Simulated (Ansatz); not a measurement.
Consider the formal exchange of groups at a Te–Si bond: `[TeH][SiH]1BC1` + `C[CH2][AlH2]` → `[AlH2][CH2]C[TeH]` + `B1C[SiH2]1`.

Program: Ansatz. Geometries: PBE0-D4/def2-TZVP. ΔE: electronic, gas phase. CCSD(T)/CBS adds triple-zeta CCSD(T) − MP2 to the extrapolated MP2 energy (def2 sets, frozen cores). Functionals use def2-TZVPP. def2 core potentials past Kr. For Te outer-core shells are correlated without core-valence functions, which leaves a few kJ/mol of doubt a bond. One conformer a species, not always the lowest.

| level | ΔE (kJ/mol) |
| --- | --- |
| LDA (SPW92) | 97.8 |
| PBE0-D4 | 101.7 |
| r2SCANh | 100.5 |
| r2SCAN0 | 102.1 |
| CCSD/def2-SVP | 96.5 |
| HF/def2-TZVPP | 95.9 |
| CCSD/def2-TZVPP | 91.3 |
| MP2/def2-QZVPP | 95.7 |

Problem. What does CCSD(T)/CBS give? (An estimate is asked.)

Solution. The calculation gave: +93.4 kJ/mol. The listed levels differ from it by 4.4, 8.3, 7.1, 8.7, 3.1, 2.5, -2.1, 2.3 kJ/mol.

Problem. What do rigid-rotor, harmonic-oscillator terms from PBE0-D4/def2-TZVP frequencies (298.15 K, 1 bar) make of the CCSD(T)/CBS value? (Estimate.)

Solution. The calculation gave: ΔZPE = -6.7 kJ/mol, ΔH = +86.1 kJ/mol, ΔS = -3 J/(mol·K), ΔG = +87.1 kJ/mol.

Largest T1 diagnostic among the species: 0.014.

Leaving LDA and LC-ωPBE aside and taking each functional with its dispersion term where it has one, the values, not all of them listed here, spread over 12.4 kJ/mol, from BLYP-D4 to r2SCAN0-D4. From BLYP to BHLYP (50 % exact exchange), in def2-TZVPP and without D4, ΔE moves by +5.1 kJ/mol.

CCSD(T)/CBS has its own doubt, a few kJ/mol and more with outer-core shells, so smaller differences from it don't rank the levels.
